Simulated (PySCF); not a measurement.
# Frontier levels across methods

C₅H₆OS.
SMILES with atom numbers: `[SH:1][CH2:2][c:3]1[cH:4][cH:5][cH:6][o:7]1` (hydrogens: H8 on S1; H9, H10 on C2; H11 on C4; H12 on C5; H13 on C6)

Structure used (PBE0-D3(BJ)/def2-SVP), in Å, numbered top down from 1:
```xyz
13
C5H6OS angstrom
S      2.7225    0.7411    0.5616
C      1.6974   -0.5558   -0.2301
C      0.2415   -0.3236   -0.1289
C     -0.7574   -0.9062    0.5983
C     -1.9561   -0.1965    0.2737
C     -1.5900    0.7614   -0.6224
O     -0.2654    0.6892   -0.8709
H      2.2953    1.7457   -0.2321
H      1.9547   -1.4865    0.2929
H      2.0071   -0.6676   -1.2803
H     -0.6467   -1.7411    1.2865
H     -2.9578   -0.3767    0.6573
H     -2.1374    1.5338   -1.1560
```

Basis pcSseg-1 throughout (PySCF), one geometry. The structure is a single PBE0-D3(BJ)/def2-SVP conformer in the gas phase; no vibrational or solvent corrections.

Q: How do the orbital energies, the gap and the dipole change with the method?

A: 
```
   method                    kind  HOMO (eV)  LUMO (eV)  gap (eV)  μ (D)  SCF cycles
     OPBE                     GGA      -5.45      -0.99      4.46   1.60          17
      PBE                     GGA      -5.46      -1.07      4.39   1.56          16
      LDA                     LDA      -5.62      -1.30      4.32   1.61          15
    B97-2           global hybrid      -6.30      -0.20      6.10   1.63          14
    B3LYP           global hybrid      -6.31      -0.33      5.98   1.57          14
     PBE0           global hybrid      -6.54      -0.14      6.41   1.63          14
CAM-B3LYP  range-separated hybrid      -7.79       1.03      8.82   1.58          14
```

The HOMO spans 2.34 eV, from OPBE down to CAM-B3LYP, and the gap runs from 4.32 eV (LDA) to 8.82 eV (CAM-B3LYP). Over the methods OPBE (0 %), PBE (0 %), LDA (0 %), B97-2 (21 %), B3LYP (20 %), PBE0 (25 %), a straight line through the gap against the share of exact exchange rises by 0.81 eV for each 10 % (correlation coefficient 0.999). The dipole ranges from 1.56 D (PBE) to 1.63 D (PBE0). This basis has no diffuse functions.

The vertical ΔSCF ionisation energy at wB97X-D/def2-SVPD is 8.53 eV; −ε(HOMO) comes closest to it with CAM-B3LYP (7.79 eV).
